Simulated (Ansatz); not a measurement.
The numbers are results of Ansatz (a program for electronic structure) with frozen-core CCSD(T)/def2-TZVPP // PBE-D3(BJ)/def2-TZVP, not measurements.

Ansatz 0.2 input:
```yaml
crystal:
  periodic: [false, false, false]
  atoms:
    - { symbol: F, position_ang: [0.659025, 2.180257, -0.297837] }
    - { symbol: In, position_ang: [-0.055663, 0.354272, -0.077511] }
    - { symbol: S, position_ang: [-2.397537, 0.152231, -0.454266] }
    - { symbol: S, position_ang: [1.612861, -1.239869, 0.521124] }
    - { symbol: H, position_ang: [-2.377911, -1.178577, -0.195583] }
    - { symbol: H, position_ang: [2.559226, -0.268312, 0.504075] }
basis:
  gaussian: { orbitals: def2-TZVPP }
correlation:
  method: ccsd_t
```

Output:

```
Functional definition: HF
1320 factors; integrals over basis functions are off by at most 1.0e-3 eV
mean field evaluation 1: about -29522.7289 eV, gradient 3.7e1 eV
mean field evaluation 2: about -29522.7968 eV, gradient 3.7e1 eV
mean field evaluation 4: about -29525.7290 eV, gradient 2.7e0 eV
mean field evaluation 8: about -29525.7876 eV, gradient 3.5e-1 eV
mean field evaluation 16: about -29525.7884 eV, gradient 1.7e-6 eV
mean field -29525.78839866 eV, -1085.0527103525 hartree, gradient 1.7e-6 eV, S^2 0.000000; 0 other end points of the search recorded, 0 dependent functions left out
15 core orbitals not correlated
reference -29525.78839866 eV, -1085.0527103525 hartree; 17, 17 occupied and 161, 161 virtual orbitals, 1320 factors
second order -24.05386644 eV of doubles, -0.00000000 eV of singles
cycle   1  -24.06906846 eV  change   -1.5e-2 eV  update   1.2e-1
cycle   2  -24.62920087 eV  change   -5.6e-1 eV  update   4.0e-2
cycle   3  -24.77915440 eV  change   -1.5e-1 eV  update   2.4e-2
cycle   4  -24.77453989 eV  change    4.6e-3 eV  update   6.8e-3
cycle   5  -24.76590830 eV  change    8.6e-3 eV  update   2.8e-3
cycle   6  -24.76629696 eV  change   -3.9e-4 eV  update   9.3e-4
cycle   7  -24.76626469 eV  change    3.2e-5 eV  update   3.0e-4
cycle   8  -24.76611860 eV  change    1.5e-4 eV  update   9.7e-5
cycle   9  -24.76614033 eV  change   -2.2e-5 eV  update   3.6e-5
perturbative correction -0.95581172 eV, -0.0351254329 hartree
Total energy: -29551.51035071 eV, -1085.9979746554 hartree
```

Cost: very roughly 4 core-minutes.
